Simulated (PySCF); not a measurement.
Two species compared at the same levels of theory.

First species: C5H12O2Si.
Numbering: `[CH3:1][O:2][C@@H:3]1[C@H:4]([SiH3:5])[C@@H:6]1[O:7][CH3:8]` (hydrogens: H9, H10, H11 on C1; H12 on C3; H13 on C4; H14, H15, H16 on Si5; H17 on C6; H18, H19, H20 on C8)

Geometry (GFN2-xTB, Å), atoms numbered from 1 in this order:
```
atom  x, y, z in Å
C1     1.6339    1.6580   -1.2779
O2     1.6449    0.3223   -0.8213
C3     1.2268    0.1624    0.4929
C4     0.3887   -1.0588    0.7081
Si5    0.1236   -1.9687   -0.9255
C6    -0.2238    0.3105    0.8484
O7    -1.1190    0.7943   -0.0984
C8    -2.4346    0.3329    0.1079
H9     2.3014    2.2820   -0.6719
H10    1.9935    1.6318   -2.3049
H11    0.6232    2.0732   -1.2464
H12    1.9539    0.4942    1.2356
H13    0.5351   -1.6230    1.6187
H14   -0.5812   -1.1678   -1.9183
H15   -0.7071   -3.1388   -0.5844
H16    1.4199   -2.4197   -1.4223
H17   -0.4432    0.6570    1.8612
H18   -2.4840   -0.7602    0.0581
H19   -2.8164    0.6646    1.0813
H20   -3.0408    0.7646   -0.6859
```

Second species: C6H12FNSi.
Cartesian coordinates in Å at the GFN2-xTB level; atoms count from 1:
```xyz
21
C6H12FNSi angstrom
C     -2.8773    0.7891    0.5806
N     -1.5886    0.1419    0.5650
C     -1.4981   -1.1487   -0.1117
C     -0.0333   -1.2695   -0.5708
C      0.4697    0.1502   -0.4723
C      1.8242    0.5764   -0.9038
Si     3.1731    0.0501    0.3444
C     -0.4665    0.8579    0.1557
F     -0.4111    2.1623    0.4778
H     -3.2875    0.9343   -0.4294
H     -2.7789    1.7590    1.0646
H     -3.5710    0.1755    1.1552
H     -1.7919   -1.9435    0.5771
H     -2.1808   -1.1716   -0.9739
H      0.0525   -1.6693   -1.5826
H      0.5377   -1.9218    0.0947
H      2.0424    0.1465   -1.8833
H      1.8406    1.6617   -1.0125
H      4.4709    0.5069   -0.1569
H      3.1849   -1.4113    0.4541
H      2.8803    0.6408    1.6484
```

Levels: PBE0/pcSseg-1 for HOMO energy, LUMO energy and HOMO–LUMO gap. Geometries: GFN2-xTB. All species are isolated and taken at one optimised geometry, non-relativistic unless stated. Electronic properties by PySCF.

Dipoles, sizes and rotational constants follow the conformer. The torsions of the flexible species, by atom-mapped SMILES:
- `[CH3:1][O:2][C@@H:3]1[C@H:4]([SiH3:5])[C@@H:6]1[O:7][CH3:8]`: C1–O2–C3–C4 141°, C4–C6–O7–C8 82°

The conformers of `CN1CCC(C[SiH3])=C1F` aren't listed.

```json
{"property": "HOMO energy", "column X": "-7.05 eV", "column Y": "-5.29 eV"}
{"property": "LUMO energy", "column X": "1.23 eV", "column Y": "0.90 eV"}
{"property": "HOMO–LUMO gap", "column X": "8.28 eV", "column Y": "6.19 eV"}
```

(1) Which column belongs to which species?

(2) How does each property change from the first species to the second?

Answers

(1) Column X is the first species and column Y the second. The first has 20 atoms and 72 electrons, the second 21 and 78.

(2) HOMO energy +1.76 eV; LUMO energy -0.33 eV; HOMO–LUMO gap -2.09 eV.

